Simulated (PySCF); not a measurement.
## Radial density of Co³⁺ (cobalt, charge +3)

r2SCAN0, [Ar] 3d6, high-spin 5D determinant. Computed with PySCF 2.14 in x2c-QZVPPall, with the spin-free X2C one-electron Hamiltonian (Gaussian nucleus).

```tsv
r (bohr)	4πr²ρ (e/bohr)	4πr²(ρα − ρβ)
0.00119	0.3150	0.0000
0.00199	0.7980	-0.0001
0.00335	1.970	-0.0001
0.00564	4.650	-0.0003
0.00949	10.15	-0.0007
0.0160	19.40	-0.0013
0.0268	29.67	-0.0021
0.0452	32.15	-0.0023
0.0759	25.92	0.0034
0.128	31.37	0.0817
0.215	34.35	0.6057
0.361	15.68	2.3525
0.608	18.17	4.2899
1.02	10.60	2.9064
1.72	1.412	0.6119
2.89	0.04622	0.0239
4.87	0.0001343	0.0000
```

Densities and radii are taken from the X2C orbitals without a picture-change correction, which distorts them close to the nucleus.

(1) Where is the radial spin density 4πr²(ρα − ρβ) most negative, and why is it negative at all?

## Answers

(1) Around r = 0.0452 bohr, down to -0.0023 e/bohr: exchange with the open shell polarises the paired shells in an unrestricted calculation.
